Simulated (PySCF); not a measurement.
## Worked example: chemical shift, span and skew from a shielding tensor

CH₆GeS, SMILES [GeH3][S]C. Atoms are numbered in the order given.

```xyz
9

Ge     0.1023     0.9918     0.0000
S     -0.7583    -1.0634     0.0000
C      0.7909    -2.0482     0.0000
H     -1.0949     1.9519     0.0000
H      0.9726     1.2085    -1.2537
H      0.9726     1.2085     1.2537
H      1.3895    -1.8504     0.9009
H      0.4836    -3.1029     0.0000
H      1.3895    -1.8504    -0.9009
```

Coordinates come from a TPSSh-D3(BJ)/def2-SVP optimisation.

GIAO shieldings from PBE/pcSseg-1 run with PySCF, non-relativistic, no solvent. The symmetric part of the tensor of C3 has the principal values 149.6, 150.1, 184.4 ppm. The same nucleus in TMS has σ = 182.0 ppm at this level (PySCF, at its B3LYP-D3(BJ)/def2-TZVP geometry).

Q: Work out the isotropic shielding, the ¹³C shift against TMS, the span and the skew.

A: 
σ(iso) = (σ11 + σ22 + σ33)/3 = 161.4 ppm. δ = σ(ref) − σ(iso) = 182.0 − (161.4) = 20.6 ppm.
Span Ω = σ33 − σ11 = 34.8 ppm. Skew κ = 3(σ(iso) − σ22)/Ω = 0.97, an axial tensor. Tumbling in solution averages the tensor to δ; in a static solid the shielding alone would spread this spin-1/2 line over Ω.
